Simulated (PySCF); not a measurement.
A thermochemical cycle for GeTe

PBE in PySCF with def2-SVP on every atom (core potentials on Te), for the lowest determinant that a PBE0 search found; no spin–orbit coupling. GeTe, a singlet (closed shell), has De = 4.73 eV to neutral atoms, and GeTe⁺, a doublet (π ↑), has De = 3.69 eV to Ge⁺ + Te.

The adiabatic ionisation energy of GeTe, between the minima, is 8.95 eV.

Which ionisation energy of the Ge atom does this level give?

IE(Ge) = IE(molecule) + De(ion) − De(neutral) = 8.95 + 3.69 − 4.73 = 7.91 eV; the measured value is 7.899 eV (NIST ASD).

Spin–orbit coupling is left out, which matters for elements this heavy, above all for dissociation energies. For an ion De counts to the pair picked by the measured ionisation energies or electron affinities, which need not be the lowest pair at this level. States were picked by a PBE0 search and need not be the measured ground states.
